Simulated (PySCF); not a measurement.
H6BN, charge +1, doublet, at a GFN2-xTB geometry (a state made from the parent by changing its charge; the spin is typed, not shown lowest); CASCI(3,4)+NEVPT2/def2-SVP (PySCF).

Input for PySCF:
```python
from pyscf import gto, scf, mcscf, mrpt
import numpy

mol = gto.M(
    atom='''
B    -0.85051203    0.06525178   -0.06216762
N     0.70357850   -0.08009044    0.02427321
H    -1.30954677   -0.64628740   -0.87230335
H    -1.20459559    1.22132277   -0.09425435
H    -1.37603601    0.05512166    1.02715637
H     0.95331946   -1.04940407    0.24390669
H     1.13826137    0.52765231    0.72274386
H     1.12610821    0.12596886   -0.88632359
''',
    basis='def2-svp',
    charge=1,
    spin=1,
    verbose=4,
)

mf = scf.ROHF(mol)
mf.kernel()
mc = mcscf.CASCI(mf, 4, 3)
mc.fix_spin_(ss=0.75)
mc.kernel()
occ = numpy.linalg.eigvalsh(mc.fcisolver.make_rdm1(mc.ci, mc.ncas, mc.nelecas))[::-1]
ss = mc.fcisolver.spin_square(mc.ci, mc.ncas, mc.nelecas)[0]
print('natural occupations', occ.round(4), ' <S^2>', round(ss, 4))
e2 = mrpt.NEVPT(mc).kernel()
print('E(NEVPT2) = %.10f' % (mc.e_tot + e2))
```

Task: Predict the main parts of the log of this PySCF run.

Result: 
```
PySCF version 2.14.0

[INPUT] verbose = 4
[INPUT] num. atoms = 8
[INPUT] num. electrons = 17
[INPUT] charge = 1
[INPUT] spin (= nelec alpha-beta = 2S) = 1
[INPUT] symmetry False subgroup None
[INPUT] Mole.unit = angstrom
[INPUT] Symbol           X                Y                Z      unit          X                Y                Z       unit  Magmom
[INPUT]  1 B     -0.850512030000   0.065251780000  -0.062167620000 AA   -1.607234802348   0.123307993340  -0.117479775616 Bohr   0.0
[INPUT]  2 N      0.703578500000  -0.080090440000   0.024273210000 AA    1.329570672132  -0.151348996796   0.045869719064 Bohr   0.0
[INPUT]  3 H     -1.309546770000  -0.646287400000  -0.872303350000 AA   -2.474684742609  -1.221306183757  -1.648414429041 Bohr   0.0
[INPUT]  4 H     -1.204595590000   1.221322770000  -0.094254350000 AA   -2.276355755959   2.307965544995  -0.178114907549 Bohr   0.0
[INPUT]  5 H     -1.376036010000   0.055121660000   1.027156370000 AA   -2.600331196439   0.104164840931   1.941044226402 Bohr   0.0
[INPUT]  6 H      0.953319460000  -1.049404070000   0.243906690000 AA    1.801512688618  -1.983086286304   0.460916844049 Bohr   0.0
[INPUT]  7 H      1.138261370000   0.527652310000   0.722743860000 AA    2.151002247472   0.997118354894   1.365787953611 Bohr   0.0
[INPUT]  8 H      1.126108210000   0.125968860000  -0.886323590000 AA    2.128036103524   0.238046645624  -1.674908842841 Bohr   0.0

nuclear repulsion = 41.3728110634416
number of shells = 30
number of NR pGTOs = 90
number of NR cGTOs = 58
basis = def2-svp
ecp = {}

******** <class 'pyscf.scf.rohf.ROHF'> ********
method = ROHF
initial guess = minao
damping factor = 0
level_shift factor = 0
DIIS = <class 'pyscf.scf.diis.CDIIS'>
diis_start_cycle = 1
diis_space = 8
diis_damp = 0
SCF conv_tol = 1e-09
SCF conv_tol_grad = None
SCF max_cycles = 50
direct_scf = True
direct_scf_tol = 1e-13
num. doubly occ = 8  num. singly occ = 1
Set gradient conv threshold to 3.16228e-05
init E= -82.6221117514953
  HOMO = -0.281966433958611  LUMO = 0.0975383317242806  gap/eV = 10.32685
cycle= 1 E= -82.1673743753923  delta_E= 0.455  |g|= 0.374  |ddm|= 1.58
  HOMO = -0.539485090284167  LUMO = -0.0952149733002607  gap/eV = 12.08921
cycle= 2 E= -82.2233891603699  delta_E= -0.056  |g|= 0.161  |ddm|= 0.385
  HOMO = -0.50382816779565  LUMO = -0.0651898386261873  gap/eV = 11.93596
cycle= 3 E= -82.2289589869126  delta_E= -0.00557  |g|= 0.0397  |ddm|= 0.0949
  HOMO = -0.494732445499126  LUMO = -0.0618746237486421  gap/eV = 11.77866
cycle= 4 E= -82.2294584422138  delta_E= -0.000499  |g|= 0.00494  |ddm|= 0.0321
  HOMO = -0.497094645930596  LUMO = -0.0622231861188802  gap/eV = 11.83346
cycle= 5 E= -82.2294702394568  delta_E= -1.18e-05  |g|= 0.00113  |ddm|= 0.00539
  HOMO = -0.496750434445676  LUMO = -0.0622858083590749  gap/eV = 11.82238
cycle= 6 E= -82.229470832438  delta_E= -5.93e-07  |g|= 0.000268  |ddm|= 0.00129
  HOMO = -0.496837065295605  LUMO = -0.0622891922084663  gap/eV = 11.82465
cycle= 7 E= -82.2294708698287  delta_E= -3.74e-08  |g|= 4.73e-05  |ddm|= 0.000372
  HOMO = -0.496832864296154  LUMO = -0.0622879727434427  gap/eV = 11.82457
cycle= 8 E= -82.2294708712339  delta_E= -1.41e-09  |g|= 8.31e-06  |ddm|= 8.52e-05
  HOMO = -0.496831762941934  LUMO = -0.0622877850741523  gap/eV = 11.82454
cycle= 9 E= -82.2294708712753  delta_E= -4.14e-11  |g|= 1.59e-06  |ddm|= 1.16e-05
  HOMO = -0.496832088512511  LUMO = -0.0622875812376158  gap/eV = 11.82456
Extra cycle  E= -82.2294708712764  delta_E= -1.11e-12  |g|= 5.88e-07  |ddm|= 2.06e-06
converged SCF energy = -82.2294708712764

******** <class 'pyscf.mcscf.casci.CASCI'> ********
CAS (2e+1e, 4o), ncore = 7, nvir = 47
natorb = False
canonicalization = True
sorting_mo_energy = False
******** <class 'pyscf.fci.addons.SpinPenaltyFCISolver'> ********
max. cycles = 200
conv_tol = 1e-08
davidson only = True
linear dependence = 1e-12
level shift = 0.001
max iter space = 12
nroots = 1
pspace_size = 400
spin = None
Density matrix diagonal elements [1.99995659e+00 1.00000000e+00 2.87651258e-05 1.46455927e-05]
CASCI converged
CASCI E = -82.2294978564088  E(CI) = -3.38194870163312  S^2 = 0.7500000
natural occupations [2. 1. 0. 0.]  <S^2> 0.75

******** <class 'pyscf.mrpt.nevpt2.NEVPT'> ********
NEVPT2 (2e+1e, 4o), ncore = 7, nvir = 47
root = 0
Natural occ [1.99995663e+00 1.00000000e+00 3.61390885e-05 7.22703625e-06]
Natural orbital (expansion on meta-Lowdin AOs) in CAS space
               #1        #2        #3        #4
0 B 1s           0.00277   0.00000  -0.00154  -0.00136
0 B 2s           0.14246   0.00000   0.00394  -0.05966
0 B 3s          -0.00754  -0.00000  -0.07301  -0.10657
0 B 2px          0.15856  -0.06957   0.29880   0.11265
0 B 2py          0.44551  -0.47324  -0.01162  -0.03294
0 B 2pz          0.48755   0.45506   0.03360  -0.01704
0 B 3px          0.01900  -0.00762  -0.19382  -0.05429
0 B 3py          0.04029  -0.05184  -0.05831   0.11594
0 B 3pz          0.04481   0.04985  -0.09027   0.11227
0 B 3dxy         0.01649  -0.00768   0.00415  -0.02435
0 B 3dyz         0.01798   0.00022  -0.00719   0.02848
0 B 3dz^2        0.00621  -0.04038  -0.00820  -0.00733
0 B 3dxz         0.01816   0.01448   0.00789  -0.01796
0 B 3dx2-y2     -0.00414  -0.02665   0.01546   0.00861
1 N 1s           0.00019   0.00000  -0.00061  -0.00037
1 N 2s          -0.03077  -0.00000   0.37773   0.23988
1 N 3s          -0.00014  -0.00000   0.15035   0.09348
1 N 2px         -0.10432   0.00701  -0.07334  -0.03830
1 N 2py         -0.08769   0.04766  -0.13033   0.23663
1 N 2pz         -0.10715  -0.04583  -0.14674   0.24022
1 N 3px         -0.00011  -0.00039   0.01829   0.00901
1 N 3py          0.00247  -0.00263   0.04614  -0.08742
1 N 3pz          0.00255   0.00253   0.05078  -0.08954
1 N 3dxy         0.00720  -0.00515   0.00902  -0.00979
1 N 3dyz         0.00471  -0.00066   0.01669  -0.02502
1 N 3dz^2        0.00157  -0.00266   0.00236   0.00076
1 N 3dxz         0.00800   0.00552   0.01174  -0.01582
1 N 3dx2-y2     -0.00006  -0.00315   0.00034  -0.00713
2 H 1s           0.61457  -0.00000  -0.04014  -0.02250
2 H 2s          -0.05711   0.00000  -0.03774  -0.04079
2 H 2px          0.01507  -0.00051  -0.02486   0.00875
2 H 2py          0.02000  -0.00348  -0.00551   0.01151
2 H 2pz          0.02311   0.00334  -0.00953   0.01330
3 H 1s          -0.18932   0.51779  -0.06577   0.02857
3 H 2s           0.02254  -0.03074  -0.07744   0.02674
3 H 2px         -0.00167   0.01743  -0.01910  -0.01126
3 H 2py          0.00977  -0.02669  -0.01080   0.01335
3 H 2pz         -0.00365  -0.00996  -0.00847   0.00898
4 H 1s          -0.18932  -0.51779  -0.06577   0.02857
4 H 2s           0.02254   0.03074  -0.07744   0.02674
4 H 2px         -0.00364  -0.01963  -0.01827  -0.01172
4 H 2py         -0.00362   0.01174  -0.00519   0.01021
4 H 2pz          0.00923   0.02434  -0.01387   0.01200
5 H 1s          -0.04558   0.07477  -0.14975  -0.41221
5 H 2s          -0.00148   0.00940  -0.09953  -0.36911
5 H 2px          0.00238  -0.00214   0.00768  -0.00387
5 H 2py         -0.00221   0.00462   0.00071   0.01869
5 H 2pz          0.00330   0.00044   0.00827  -0.01701
6 H 1s           0.15118   0.00000  -0.55014   0.23683
6 H 2s           0.00489   0.00000  -0.49594   0.25494
6 H 2px         -0.00223  -0.00027  -0.00775   0.02214
6 H 2py         -0.00538  -0.00185  -0.01797   0.01174
6 H 2pz         -0.00593   0.00178  -0.01988   0.01560
7 H 1s          -0.04558  -0.07477  -0.14975  -0.41221
7 H 2s          -0.00148  -0.00940  -0.09953  -0.36911
7 H 2px          0.00314   0.00273   0.00861  -0.00908
7 H 2py          0.00296  -0.00063   0.00699  -0.01674
7 H 2pz         -0.00168  -0.00428   0.00223   0.01706
<CAS-nat-orb|mo-hf>  8      8        0.99999999
<CAS-nat-orb|mo-hf>  9      9        1.00000000
<CAS-nat-orb|mo-hf>  10     10       0.86229161
<CAS-nat-orb|mo-hf>  10     11      -0.50641204
<CAS-nat-orb|mo-hf>  11     10       0.50641204
<CAS-nat-orb|mo-hf>  11     11       0.86229163
Sr    (-1)',   E = -0.00164136715557
Si    (+1)',   E = -0.00012269562918
Sijrs (0)  ,   E = -0.16996103145153
Sijr  (+1) ,   E = -0.03127204076116
Srsi  (-1) ,   E = -0.04158812566734
Srs   (-2) ,   E = -0.02001040935242
Sij   (+2) ,   E = -0.00273801837326
Sir   (0)' ,   E = -0.01602918517623
Nevpt2 Energy = -0.283362873566700
E(NEVPT2) = -82.5128607300
```
